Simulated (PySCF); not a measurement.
Converging BeF⁺ in the basis (MP2)

PySCF, RHF reference; singlet, unpaired electrons none; De to Be⁺ + F without counterpoise correction. Frozen cores follow the default of each basis and core potential.

```json
{"basis": "cc-pVDZ", "relativity": "no relativity", "functions": "28", "Re (Å)": "1.374", "ωe (cm⁻¹)": "1363", "De (eV)": "5.57", "frozen orbitals": "1"}
{"basis": "jorge-DZP-DKH", "relativity": "spin-free X2C", "functions": "30", "Re (Å)": "1.390", "ωe (cm⁻¹)": "1291", "De (eV)": "5.15", "frozen orbitals": "1"}
{"basis": "cc-pVTZ", "relativity": "no relativity", "functions": "60", "Re (Å)": "1.324", "ωe (cm⁻¹)": "1445", "De (eV)": "6.29", "frozen orbitals": "1"}
```

(1) How does each smaller set differ from the one with most functions, cc-pVTZ?

Correlated steps freeze 1 core orbital. Correlated levels converge slowly with the basis: in double zeta they bind strong bonds too weakly, by up to about 1 eV, and carry superposition errors of some tenths. For an ion De counts to the pair picked by the measured ionisation energies or electron affinities, which need not be the lowest pair at this level. Where the molecule has an RHF reference, its open-shell atoms are computed with UHF.

Results:

(1) cc-pVDZ: +5.0 pm, -5.7 % in ωe, -0.72 eV in De; jorge-DZP-DKH: +6.6 pm, -10.7 % in ωe, -1.14 eV in De. All at MP2; the set with most functions is neither the basis-set limit nor always the best. The rows treat relativity differently, so the differences are not basis effects alone.
